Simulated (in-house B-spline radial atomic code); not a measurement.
Atomic self-consistent-field run: Mo⁴⁺ (with a hole in an inner shell). Method: Dirac-Kohn-Sham B3LYP, spherical fractional occupations, Fermi nucleus of rms radius 4.4091 fm. Calculated with a B-spline radial code for spherical atoms.

In the input, a minus or plus after the letter marks the j = l - 1/2 or j = l + 1/2 subshell.

Command:
```bash
python run_scf.py task.json out
```
Settings (nuclear radius in fm, mass in u):
```
Z                42
configuration    1s2 2s2 2p6 3s1 3p6 3d10 4s2 4p-1 4p+4 4d4
hamiltonian      dirac
method           b3lyp
spin_polarised   False
nucleus          fermi
rms_radius       4.4091
atomic_mass      97.9054
speed_of_light   137.035999084
```

Output (hartree, bohr):
```
 radial grid: 68 intervals, B-splines of order 8, outer radius 22.1277 bohr

 iter        energy (Eh)    residual
    1       -4017.388563    6.39e-01
    2       -4023.165056    4.21e-01
    3       -4026.183953    8.07e-02
    4       -4026.339408    1.77e-02
    5       -4026.345675    1.04e-02
    6       -4026.348066    1.26e-03
    7       -4026.348092    4.45e-05
    8       -4026.348092    7.93e-06
    9       -4026.348092    1.94e-07

 total energy                     -4026.34809
 kinetic                            4173.5319
 electron-nucleus                  -9638.0221
 Hartree                            1558.7785
 exact exchange                      -23.2742
 exchange-correlation                -97.3622

 first-order corrections (not in the total)
   Gaunt                             2.6790
   retardation                      -0.2669
   frequency dependence             -0.0168
   self-energy                       1.7949
   Uehling                          -0.2054
   Wichmann-Kroll                    0.0031
   recoil                            0.0158

 orbital      occ     eigenvalue          <r>       <r^2>       <1/r>       r_max    small
 1s1/2      2.000      -733.5857    0.0351632   0.0016684     43.5504     0.02287  2.35e-02
 2s1/2      2.000      -106.6469     0.153288   0.0277583     9.91963      0.1296  4.82e-03
 2p1/2      2.000       -98.3305      0.13069   0.0209659      9.8925      0.1009  4.82e-03
 2p3/2      4.000       -94.4048     0.135248   0.0223255     9.42043      0.1047  4.66e-03
 3s1/2      1.000       -20.3648     0.425594    0.207457     3.41756      0.3824  1.30e-03
 3p1/2      2.000       -17.3433     0.419181     0.20447       3.322      0.3692  1.25e-03
 3p3/2      4.000       -16.6835     0.429201    0.214134     3.21022      0.3782  1.21e-03
 3d3/2      4.000       -11.0960     0.405808    0.197224      3.0274      0.3183  1.10e-03
 3d5/2      6.000       -10.9706     0.409134    0.200329     2.99821      0.3209  1.09e-03
 4s1/2      2.000        -4.4760      1.05804     1.26436     1.29774       0.961  3.22e-04
 4p1/2      1.000        -3.4356      1.13826     1.47524     1.18902       1.014  2.78e-04
 4p3/2      4.000        -3.3968      1.15976     1.53062     1.16079       1.034  2.70e-04
 4d3/2      1.600        -1.8422      1.43866     2.40933    0.913399       1.206  1.78e-04
 4d5/2      2.400        -1.8393      1.44464     2.42824    0.908713       1.213  1.77e-04
```

Run time, properties included: 0.88 s on 1 thread of Arm Neoverse V2, with other jobs on the host.

For the Dirac Hamiltonian the kinetic term is c α·p + (β - 1)c².

Caution: exact exchange at fractional occupations of open shells leaves self-interaction of up to several eV.
